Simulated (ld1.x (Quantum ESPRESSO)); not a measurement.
What one change does to a pseudopotential (Pb (Z = 82), TM)

| Item | Value |
| --- | --- |
| Element | lead (Pb) |
| Generator | ld1.x (Quantum ESPRESSO) 7.5 |
| Type | norm-conserving Troullier–Martins (Kleinman–Bylander form) |
| Functional | PBE |
| Relativity | scalar-relativistic |
| Frozen core | [Xe] 4f14 5d10 |
| Valence charge | 4 |
| Reference configuration | 6s2 6p1 (charge +1) |
| Partial waves | 6s (bound): rc 1.45 bohr; 6p (bound): rc 2.00 bohr; 6d channel at 0.05 Ry: rc 2.20 bohr |
| Local potential | all-electron potential smoothed inside 1.10 bohr (lloc = -1) |
| Core correction | a·sin(br)/r model core inside 0.95 bohr |

All-electron outer shells of the reference configuration (PBE, scalar-relativistic, ld1.x):

```tsv
shell	level (eV)	outermost node (bohr)	outermost maximum (bohr)
6s	-19.23	1.01	1.95
6p	-9.86	1.18	2.50
```

Change: wave 6s (bound): rc 1.45 bohr becomes 6s (bound): rc 1.68 bohr.

Cutoffs: the cutoffs (Ry, on a coarse ladder) from which the occupation-weighted sum of valence levels, in a spherical-Bessel basis at the reference potential, stays within 10 and 1 mRy of its value at 400 Ry; they do not see the model core or the augmentation charge, which bear on the density cutoff. Errors are all-electron minus pseudo energies relative to the spin-unpolarised reference configuration.

Question: How do hardness, ghosts and transferability respond?

Answer: The potential gets softer (90 Ry and 180 Ry → 30 Ry and 70 Ry); both files keep a bound ghost (d, p, s); the number of tests that count goes from 7 to 6; of the 6 tests that both files solve, the error grows in 0 and shrinks in 3 by more than 15 % and 0.3 meV (median size 40.2 → 25.4 meV). A larger radius leaves more room for a smooth pseudo-wave, so fewer plane waves are needed. That the errors move this way runs against the usual rule that smaller radii transfer better.

```tsv
quantity	base	changed
cutoff, loose	90 Ry	30 Ry
cutoff, tight	180 Ry	70 Ry
loose cutoff by channel (10 mRy a level)	s 40 Ry, p 21 Ry	s 25 Ry, p 21 Ry
bound ghosts	s, p, d	s, p, d
tests counted (converged, no solver errors)	7 of 7	6 of 7
error for 6s2 6p2, meV [ΔE -6.58 eV]	-9.2	-8.6
error for 6s2 6p0, meV [ΔE 13.44 eV]	-46	-44
error for 6s2 6p2.3, meV [ΔE -7.37 eV]	-13	-12
error for 6s1 6p2, meV [ΔE 9.53 eV]	-51	-35
error for 6s0 6p4, meV [ΔE 11.26 eV]	-169	-94
error for 6s1 6p3, meV [ΔE 2.16 eV]	-34	-16
s: phases at 2.40 bohr within 0.05 rad from the reference energy up to (Ry; the scan ends near 5)	-0.4	-0.6
p: phases at 2.40 bohr within 0.05 rad from the reference energy up to (Ry; the scan ends near 5)	1.3	1.3
d: phases at 2.40 bohr within 0.05 rad from the reference energy up to (Ry; the scan ends near 5)	1.1	1.1
```

Changed file: Tests not counted: 6s1 6p0 (solver errors, printed error -5.7 eV). A true bound ghost makes a file unfit for plane-wave use even where its test errors are small: the radial tests pick states by their node count and pass the ghost by. Where a test does run into it, the solver fails or the error is huge.
